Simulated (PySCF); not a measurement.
Cartesian coordinates in Å; atom numbers follow the order of the lines, from 1:
```xyz
21

C     3.3702    0.4812    0.5130
C     2.1013    0.1990    0.2386
C     1.1678    0.4621   -0.9222
C    -0.0021    0.4542    0.1076
B    -1.4505   -0.0857   -0.1876
C    -2.2010   -0.8716    0.9468
C    -2.0806    0.1096   -1.6137
C     0.9508   -0.2309    1.1089
F     0.9369    0.2071    2.4034
H     3.7750    0.3045    1.5131
H     4.0361    0.9141   -0.2384
H     1.1142   -0.3814   -1.6307
H     1.3419    1.3833   -1.4975
H    -0.1453    1.4899    0.4771
H    -1.8650   -0.6070    1.9612
H    -3.2988   -0.8299    0.8897
H    -1.9236   -1.9359    0.8056
H    -1.6206    0.9149   -2.2064
H    -3.1742    0.2361   -1.6021
H    -1.8896   -0.8310   -2.1673
H     0.8200   -1.3297    1.1275
```

Geometry: PBE0-D3(BJ)/def2-SVP; GIAO absolute shieldings from PySCF 2.14.0 with density-fitted response routines, gas phase, non-relativistic, averaged over equivalent atoms.

At wB97X-D/pcSseg-1 (213 basis functions, 94 s wall time on 1 thread of an Arm Neoverse N1, shared host):
```
                  atoms  σ (ppm)
                     C2     27.0
                     C1     70.7
                     C8     93.5
                     C4    139.9
                     C3    158.5
                  C6/C7    172.1
                     B5     17.8
                     F9    364.5
                    H10    25.81
                    H11    26.12
                    H21    26.50
                    H13    28.80
                    H12    29.48
                    H14    29.59
H15/H16/H17/H18/H19/H20    30.46
```

What do these become at PBE0/pcSseg-1?

Answers


```json
{"atoms": "C2", "σ at PBE0/pcSseg-1": "27.2", "change": "+0.2"}
{"atoms": "C1", "σ at PBE0/pcSseg-1": "71.6", "change": "+0.9"}
{"atoms": "C8", "σ at PBE0/pcSseg-1": "92.8", "change": "-0.7"}
{"atoms": "C4", "σ at PBE0/pcSseg-1": "138.4", "change": "-1.5"}
{"atoms": "C3", "σ at PBE0/pcSseg-1": "157.4", "change": "-1.1"}
{"atoms": "C6/C7", "σ at PBE0/pcSseg-1": "171.1", "change": "-1.0"}
{"atoms": "B5", "σ at PBE0/pcSseg-1": "13.1", "change": "-4.7"}
{"atoms": "F9", "σ at PBE0/pcSseg-1": "358.0", "change": "-6.5"}
{"atoms": "H10", "σ at PBE0/pcSseg-1": "25.69", "change": "-0.12"}
{"atoms": "H11", "σ at PBE0/pcSseg-1": "26.01", "change": "-0.11"}
{"atoms": "H21", "σ at PBE0/pcSseg-1": "26.30", "change": "-0.20"}
{"atoms": "H13", "σ at PBE0/pcSseg-1": "28.60", "change": "-0.20"}
{"atoms": "H12", "σ at PBE0/pcSseg-1": "29.28", "change": "-0.20"}
{"atoms": "H14", "σ at PBE0/pcSseg-1": "29.41", "change": "-0.18"}
{"atoms": "H15/H16/H17/H18/H19/H20", "σ at PBE0/pcSseg-1": "30.30", "change": "-0.16"}
```

The largest change is at F9 (fluorine on an sp3 carbon). Cost: 213 basis functions, 77 s wall time on 1 thread of an Arm Neoverse N1, shared host. The order of the carbon signals is the same at both levels.

A carbon bonded to boron is broadened by the quadrupolar boron nucleus and is often missing from a measured spectrum.
